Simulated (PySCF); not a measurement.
A GIAO shielding run with PySCF 2.14 (density fitting, non-relativistic, gas phase) on `CS[Si](N)(N)F`, CH₇FN₂SSi:

```
$ OMP_NUM_THREADS=1 python probes_run.py task.json out

{"job": {"kind": "nmr", "xc": "B97-2", "basis": "pcSseg-1", "pop": false}, "charge": 0, "multiplicity": 1}
C      2.194298    -0.827512    -0.015176
S      0.517275    -1.462573    -0.357834
Si    -0.669802     0.166276     0.344384
N     -2.245675    -0.254842     0.833658
N     -0.769374     1.360091    -0.866537
F      0.092444     0.688734     1.691053
H      2.486649    -0.050410    -0.735139
H      2.252349    -0.426485     1.004687
H      2.882200    -1.677406    -0.112786
H     -2.986260    -0.329328     0.147858
H     -2.412189    -0.832061     1.648827
H     -0.126747     1.367399    -1.647380
H     -1.212794     2.257091    -0.707775
```

Hardware: 1 thread of an Arm Neoverse V1, shared host.

Q: How large is the calculation?

A: 66 electrons, 151 basis functions and 824 auxiliary functions.

Q: How long does it take, and how much memory does it need?

A: 14 s of wall time, with 13 SCF cycles and 4 response iterations; peak memory 0.84 GiB. Times on a shared host scatter by some tens of per cent.

Q: And these other runs on the same molecule and hardware: GIAO shielding at B3LYP/pcSseg-1; GIAO shielding at B97-D/pcSseg-1; GIAO shielding at BLYP/pcSseg-1; GIAO shielding at BP86/pcSseg-1; GIAO shielding at HF/pcSseg-1; GIAO shielding at KT2/pcSseg-1?

A: B3LYP/pcSseg-1: 151 functions, 14 s; B97-D/pcSseg-1: 151 functions, 20 s; BLYP/pcSseg-1: 151 functions, 20 s; BP86/pcSseg-1: 151 functions, 20 s; HF/pcSseg-1: 151 functions, 7.5 s; KT2/pcSseg-1: 151 functions, 20 s.
